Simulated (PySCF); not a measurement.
Ga(H)(NH2)(NMe2), SMILES C[N](C)[GaH][NH2] (C₂H₉GaN₂) at its PBE0/def2-SVP optimised geometry (Å):

```
14

Ga     0.1794    -1.0902     0.0000
H     -0.6482    -2.4083    -0.0102
N      1.9930    -1.0902     0.0000
H      2.5416    -1.9398     0.0210
H      2.5813    -0.2677     0.0316
N     -0.6756     0.5264     0.0000
C      0.0000     1.7938     0.0050
C     -2.1087     0.6376    -0.0039
H     -0.2561     2.4083    -0.8831
H     -0.2573     2.4027     0.8966
H      1.0931     1.6638     0.0049
H     -2.4899     1.1795     0.8866
H     -2.4841     1.1858    -0.8930
H     -2.5813    -0.3570    -0.0090
```

Calculation: PBE0/def2-TZVP (PySCF 2.14.0). Cells within 0.4 Å of a nucleus heavier than hydrogen are left out (blank, or x).

Map of the electrostatic potential (hartree/e), clipped to [-0.08, 0.12] on the plane z = 0.0 Å:

```
|00000000000000000000000000000|
|00000000000000000000000111100|
|00000000000000000000111111111|
|00000000000000000001111111111|
|00000000000000111111111111111|
|00000000000011221111111111111|
|00000000000136864211111111111|
|00000000001399999642211111111|
|00000001122799x99996321111111|
|0000012455599xxx9999422211111|
|00001279999999x99999432221111|
|00001599999999999996443322111|
|0001279xxx99xx996544566432211|
|00012699x999xx997545999842211|
|00012899999999999968999953211|
|00113999998999999999999952211|
|00113899966999999999999832111|
|00112479535999xx999xx99522111|
|00011222223999xx999xx99632111|
|00001111012999999999999942111|
|00000000003999999969999952211|
|00000000004999976435999842211|
|00000000002999422223576432111|
|00000000000242101112333322111|
|00000000000000000111222221111|
|00000000000000000011111111111|
|00000000000000000001111111111|
|00000000000000000001111111111|
|00000000000000000000111111111|
```
Scale: ten equal steps from -0.011 (start of '0') to 0.120 (end of '9'), in the order '0123456789'; x runs from -5.00 to 5.00, y from -5.00 (bottom) to 5.00 (top).
